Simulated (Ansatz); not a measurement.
The cluster ZnBr2⁻, relaxed as a doublet with UKS PBE-D4/def2-TZVPD in Ansatz, starting from the GFN1-xTB geometry. Force threshold 0.02 eV/Å.

In the doublet, Br2 and Br3 lie 2.91 Å apart (atoms count from 1), so these atoms are partly bonded to each other. Another isomer (doublet) lies 1.95 eV lower at PBE0-D4/def2-TZVPD; other spin states weren't run for this one.

Start:

```xyz
3

Zn   -1.2715    1.2211    0.2740
Br    1.6612    0.4365   -0.0798
Br   -0.3897   -1.6576   -0.1943
```

```csv
step,energy (eV),largest force component (eV/Å),SCF passes
1,-188487.1821,0.097,48
2,-188487.1853,0.114,32
3,-188487.1905,0.114,34
4,-188487.1946,0.090,26
5,-188487.2015,0.016,25
```

Force components are those of the run's own axes.

End:

```xyz
3

Zn   -1.357    1.306    0.293
Br    1.694    0.387   -0.089
Br   -0.337   -1.693   -0.204
```

By distances, no bond broke or formed. The bond that changes most is Br2–Br3, from 2.93 to 2.91 Å (atoms count from 1).

No frequencies were taken in this run, so the end may be a saddle point.

It took 10 s on 4 threads of AMD EPYC 7B13 on a shared host.
